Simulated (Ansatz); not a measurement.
Mulliken charges of C2H5BS, SMILES `BC(=C)S` from ωB97M-V/def2-TZVPP in Ansatz (PBE0-D4/def2-TZVP geometry).

```tsv
atom	x (Å)	y (Å)	z (Å)	charge (e)
B1	-0.365	0.837	-0.853	-0.176
C2	0.019	-0.161	0.252	-0.026
C3	1.055	-0.992	0.039	-0.172
S4	-0.863	-0.236	1.775	-0.096
H5	0.275	0.837	-1.862	0.067
H6	-1.278	1.600	-0.723	0.066
H7	1.392	-1.727	0.764	0.110
H8	1.592	-0.940	-0.900	0.114
H9	-1.738	0.738	1.491	0.112
```

Task: By hand: the dipole of these point charges (1 e Å = 4.8032 D).

Result: Σ q r = (0.039, -0.003, -0.058) e Å, of length 0.070 e Å = 0.34 D.

Task: How does the dipole of the full density compare? (Estimate.)

Result: The calculation gave: (0.080, -0.018, -0.095) e Å, 0.60 D; the point charges give 0.57 times that, at 8° from its direction.

Point charges leave out the atoms' own dipoles, such as those of lone pairs, and Mulliken's split depends on the basis, so the two needn't agree.
